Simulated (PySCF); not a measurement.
Radial density of P- (phosphorus, charge -1)

UHF, [Ne] 3s2 3p4, high-spin 3P determinant. Calculation: PySCF 2.14, in def2-TZVPPD; no relativity, point nucleus.

| r (bohr) | 4πr²ρ (e/bohr) | 4πr²(ρα − ρβ) |
| --- | --- | --- |
| 0.00198 | 0.1011 | 0.0000 |
| 0.00333 | 0.2757 | 0.0000 |
| 0.00560 | 0.7263 | 0.0000 |
| 0.00941 | 1.836 | 0.0000 |
| 0.0158 | 4.283 | 0.0000 |
| 0.0266 | 8.795 | 0.0004 |
| 0.0448 | 14.53 | 0.0027 |
| 0.0753 | 17.00 | 0.0138 |
| 0.127 | 12.87 | 0.0537 |
| 0.213 | 11.45 | 0.1303 |
| 0.359 | 16.03 | 0.1334 |
| 0.603 | 9.780 | -0.0050 |
| 1.01 | 2.416 | 0.2437 |
| 1.71 | 2.742 | 0.8375 |
| 2.87 | 1.558 | 0.5803 |
| 4.83 | 0.2485 | 0.0901 |
| 8.12 | 0.0008389 | 0.0002 |

Question: Where is the radial spin density 4πr²(ρα − ρβ) most negative, and why is it negative at all?

Answer: Around r = 0.603 bohr, down to -0.0050 e/bohr: exchange with the open shell polarises the paired shells in an unrestricted calculation.
